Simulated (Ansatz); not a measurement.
Reaction: SiH3S (SMILES [SiH2]S, doublet) → SiH3S (SMILES [SiH3][S], doublet)
Each species at its own B3LYP-D3(BJ)/def2-TZVP minimum (Ansatz, a first-principles code).

Total energies in hartree (Ansatz). Radicals and triplets start from unrestricted determinants; spin-orbit coupling is neglected. Cores are frozen in correlated methods. No relativity.

```csv
species,HF/cc-pV(T+d)Z,CCSD(T)/cc-pV(T+d)Z,HF/cc-pV(Q+d)Z,CCSD(T)/cc-pV(Q+d)Z,CCSDT(Q)/cc-pV(T+d)Z
"1: SiH3S (SMILES [SiH2]S, doublet)",-688.23137,-688.56829,-688.23837,-688.59752,-688.57032
"2: SiH3S (SMILES [SiH3][S], doublet)",-688.24378,-688.56988,-688.25096,-688.59865,-688.57185
```

### Question
Work out the isomerisation energy (electronic) in kJ/mol: take Hartree-Fock from cc-pV(Q+d)Z, extrapolate the CCSD(T) correlation energy as X^-3 (X = 3, 4), and add CCSDT(Q) - CCSD(T) in cc-pV(T+d)Z. 1 hartree = 2625.5 kJ/mol.

### Answer

Species 1: correlation (64·(-0.35915) - 27·(-0.33692))/37 = -0.37537; step -0.00203; E1 = -688.23837 + (-0.37537) + (-0.00203) = -688.61577
Species 2: correlation (64·(-0.34769) - 27·(-0.32610))/37 = -0.36344; step -0.00197; E2 = -688.25096 + (-0.36344) + (-0.00197) = -688.61637
-1·E1 +1·E2 = -0.00060 hartree = -1.6 kJ/mol.
